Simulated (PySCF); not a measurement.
**Fractional electron number in Ti²⁺ (titanium, charge +2)**

The 3d alpha orbital of [Ar] 3d2 is emptied in steps (occupation f), with all orbitals relaxed, ending at [Ar] 3d1. Computed with PySCF 2.14 in def2-SVP, with no relativity, point nucleus. The exact energy is a straight line in f; departures are measured from the line between the end points of the same method.

Question: Among PBE0, r2SCAN, LC-wPBE, which shows the largest delocalisation error (convex curve), and which is closest to linear?

Answer: Most convex: r2SCAN (-1.861 eV at f = 0.5); closest to linear: LC-wPBE (-0.717 eV).

```json
{"f": "1", "PBE0 (eV)": "0.000", "r2SCAN (eV)": "0.000", "LC-wPBE (eV)": "0.000"}
{"f": "0.75", "PBE0 (eV)": "-1.053", "r2SCAN (eV)": "-1.377", "LC-wPBE (eV)": "-0.525"}
{"f": "0.5", "PBE0 (eV)": "-1.420", "r2SCAN (eV)": "-1.861", "LC-wPBE (eV)": "-0.717"}
{"f": "0.25", "PBE0 (eV)": "-1.076", "r2SCAN (eV)": "-1.413", "LC-wPBE (eV)": "-0.549"}
{"f": "0", "PBE0 (eV)": "0.000", "r2SCAN (eV)": "0.000", "LC-wPBE (eV)": "0.000"}
```

```tsv
method	E(f=0) − E(f=1) (eV)	−ε at f=1 (eV)	−ε at f=0.5 (eV)
PBE0	28.538	22.991	28.474
r2SCAN	28.619	21.377	28.522
LC-wPBE	28.613	25.883	28.546
```

Reference removal energy between the ground levels: 27.492 eV (measured; NIST Atomic Spectra Database, ionization energies). The calculation has no spin-orbit coupling.
